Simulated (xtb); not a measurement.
Ta(NH)(OH)2(Me) (CH6NO2Ta), SMILES [NH]=[Ta]([OH])([CH3])[OH], multiplicity 1. All values are semi-empirical tight-binding results from xtb (GFN2-xTB unless named), good for trends rather than for accurate numbers. The structure is a stationary point at GFN2-xTB. The spin state was assumed, not searched. One conformer was computed; it need not be the lowest.

For metal compounds this method's bond lengths and energies can be far off.

Computed properties:
The orbital gap is 2.98 eV and the zero-point energy is 44.3 kcal/mol. The G − E(el) at 298.15 K (modified RRHO) is 22.2 kcal/mol.
